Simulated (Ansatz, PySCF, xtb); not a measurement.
Reaction (SMILES): COC=O [methyl formate] + 4 [H][H] (H2) → 2 C (CH4) + 2 O (H2O)
Each molecule is optimised on its own at B3LYP-D3(BJ)/def2-TZVP (Ansatz, a first-principles code), one conformer each, not searched for the lowest.

Quantity: energy of full hydrogenation (enthalpy at 298 K, with B3LYP-D3(BJ) rigid-rotor harmonic-oscillator terms from PySCF), in kcal/mol. Correlated levels leave the core frozen unless marked. No spin-orbit coupling. Non-relativistic. CBS marks a two-point X^-3 extrapolation of the correlation energy; Hartree-Fock from the larger set. The bracket is a focal-point correction in the basis named.

From measured enthalpies of formation at 298 K: -65.7 kcal/mol (COC=O -85.5, ATcT 1.112; [H][H] (H2) 0.0, ATcT 1.112; C (CH4) -17.8, ATcT 1.112; O (H2O) -57.8, ATcT 1.112). It holds spin-orbit effects, and any other conformers, which the calculations lack, and core correlation, which the frozen-core levels lack.

| level | program | energy of full hydrogenation (kcal/mol) | error against measurement |
|---|---|---|---|
| GFN2-xTB | xtb | -58.7 | 7.0 |
| HF/aug-cc-pVTZ | Ansatz | -68.7 | -3.0 |
| RI-HF/cc-pVQZ | Ansatz | -67.6 | -1.9 |
| BLYP-D3(BJ)/def2-TZVPD | Ansatz + dftd3 | -53.4 | 12.3 |
| revPBE-D3(BJ)/def2-TZVPD | Ansatz + dftd3 | -56.0 | 9.7 |
| revPBE/def2-TZVPD | Ansatz | -58.0 | 7.7 |
| PBE0/STO-3G | Ansatz | -22.9 | 42.8 |
| PBE0/def2-TZVP | Ansatz | -63.0 | 2.7 |
| BHLYP/def2-TZVPD | Ansatz | -67.4 | -1.7 |
| r2SCANh/def2-TZVPD | Ansatz | -61.9 | 3.8 |
| HSE06/def2-TZVPD | Ansatz | -66.6 | -0.9 |
| LC-wPBE/def2-TZVPD | Ansatz | -67.5 | -1.8 |
| MP2/6-31G* | Ansatz | -37.8 | 27.9 |
| MP2/aug-cc-pVDZ | Ansatz | -70.0 | -4.3 |
| SCS-MP2/6-31G | Ansatz | -54.1 | 11.6 |
| SCS-MP2/6-31G* | Ansatz | -39.7 | 26.0 |
| CCSD/6-31G | Ansatz | -53.8 | 11.9 |
| CCSD/cc-pVDZ | Ansatz | -57.9 | 7.8 |
| CCSD(T)/STO-3G | Ansatz | -8.8 | 56.9 |
| CCSD(T)/cc-pVTZ | Ansatz | -62.1 | 3.6 |
| RI-MP2/CBS(aug-cc-pVTZ,aug-cc-pVQZ)+[CCSD(T)-MP2]/aug-cc-pVTZ | Ansatz | -66.0 | -0.3 |
